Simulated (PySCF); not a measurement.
# TaN(OH)₂ + HF → TaO₂F + NH₃

Level: PBE0 in the def2-TZVP basis family, computed in PySCF with density fitting; scalar-relativistic core potentials for atoms from Rb on, none lighter, no spin–orbit coupling; open shells unrestricted.

```tsv
species	state and structure	E (Eh)	ZPE (kJ/mol)	H(298 K) − H(0) (kJ/mol)	S° (J/(mol K))
TaN(OH)₂	singlet, C1, O–H 0.959 Å, O–H 0.961 Å, Ta–N 1.695 Å, Ta–O 1.922 Å, Ta–O 1.939 Å; H–O–Ta 119.2°, H–O–Ta 121.3°, N–Ta–O 103.6°, N–Ta–O 106.4°, O–Ta–O 111.8°	-263.32171	79.2	16.6	320.0
HF	singlet, C∞v, H–F 0.920 Å	-100.39188	24.9	8.7	173.6
TaO₂F	singlet, Cs, Ta–F 1.891 Å, Ta–O 1.728 Å (×2); F–Ta–O 109.8° (×2), O–Ta–O 106.7°	-307.28867	20.2	14.3	307.7
NH₃	singlet, C3v, N–H 1.013 Å (×3); H–N–H 107.1° (×3)	-56.51312	90.6	10.0	192.4
```

(1) What is the electronic reaction energy?

(2) Add zero-point, thermal and entropy terms for 298.15 K and 1 bar.

Answers

(1) At PBE0/def2-TZVP, ΔE = -231.6 kJ/mol from the differences of the total energies times 2625.5, downhill. 

(2) ΔZPE = 6.7 and Δ[H(298) − H(0)] = -1.0 kJ/mol give ΔH° = -225.9 kJ/mol. ΔS° = 6.5 J/(mol K), so ΔG° = -225.9 − 298.15 × (0.0065) = -228 kJ/mol.

Spin–orbit coupling can matter for TaN(OH)₂, TaO₂F and is left out. The structures come from searches over a few start shapes, so lower isomers are not excluded.
